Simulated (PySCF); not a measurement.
Compound: C7H4F4.
SMILES: `FC1=CC(C(F)(F)F)=CC=C1`

Method used: TDDFT wB97X-D/def2-SVPD, vertical, gas phase, core orbitals frozen in the response in PySCF. Geometry: PBE0-D3(BJ)/def2-SVP; no solvent, vibrations or thermal averaging. Torsions of this conformer, `[F:1][c:2]1[cH:3][cH:4][cH:5][c:6]([C:7]([F:8])([F:9])[F:10])[cH:11]1`: C5–C6–C7–F8 -87°.

Broadening: Gaussians 0.25 eV wide at half height, area fixed by f = 4.319×10⁻⁹ ∫ε dν̃. The width is an assumption, not a result. The curve ends short of the highest state used, and states not computed would add to its high-energy end.

E (eV), ε (L mol⁻¹ cm⁻¹) and a bar:
```
     4.98          6 
     5.03         27 
     5.08        102 
     5.13        302 
     5.19        833 
     5.24       1521 
     5.29       2223 #
     5.34       2604 #
     5.39       2443 #
     5.45       1688 
     5.50        972 
     5.55        448 
     5.60        166 
     5.66         37 
     5.71          9 
     5.76          2 
     5.81          3 
     5.87         18 
     5.92         59 
     5.97        157 
     6.02        336 
     6.08        625 
     6.13        822 
     6.18        866 
     6.23        731 
     6.29        445 
     6.34        230 
     6.39         96 
     6.44         32 
     6.49          8 
     6.55          2 
     6.60          2 
     6.65         17 
     6.70        103 
     6.76        689 
     6.81       2653 #
     6.86       8276 ##
     6.91      20963 #####
     6.97      48881 ############
     7.02      79554 ####################
     7.07     106659 ###########################
     7.12     118217 ##############################
     7.18     104292 ##########################
     7.23      76311 ###################
     7.28      46090 ############
     7.33      22885 ######
     7.39       7578 ##
     7.44       2407 #
     7.49        626 
     7.54        154 
     7.60        107 
     7.65        212 
     7.70        388 
     7.75        574 
     7.80        688 
     7.86        670
```

Problem. Locate the maxima and give the states behind the curve.

Solution. 232 nm (5.35 eV), ε about 2600, made up of S1 (100%); 201 nm (6.17 eV), ε about 870, made up of S2 (100%); 174 nm (7.12 eV), ε about 120000, made up of S3 (53%) and S4 (47%); 158 nm (7.82 eV), ε about 700, made up of S6 (91%) (ε in L mol⁻¹ cm⁻¹; maxima over ε = 5, shares over 10%). The states used: S1 5.35 eV (f 0.024); S2 6.17 eV (f 0.0081); S3 7.08 eV (f 0.620); S4 7.17 eV (f 0.562); S5 7.78 eV (f 0.0005); S6 7.82 eV (f 0.0059); S7 8.16 eV (f 0.021); S8 8.21 eV (f 0.0027); S9 8.22 eV (f 0.0004); S10 8.46 eV (f 0.0002).

Problem. On this curve, what absorbance would a 10⁻⁵ mol/L sample give at 248 nm over a 1 cm path?

Solution. 248 nm is 4.999 eV, where ε is about 11 L mol⁻¹ cm⁻¹, so A = ε c l ≈ 0.00011 (Beer–Lambert, with the gas-phase spectrum and the assumed width).

Problem. Coming from long wavelengths, where does ε first pass 100 L mol⁻¹ cm⁻¹?

Solution. At about 244 nm (5.08 eV), 0.27 eV below S1.

Problem. What would ε be at 7.12 eV, the highest of these maxima, with half the width (0.125 eV)?

Solution. About 189000 L mol⁻¹ cm⁻¹ against 118000, a factor of about 1.6; a lone state at its own centre would give exactly 2.
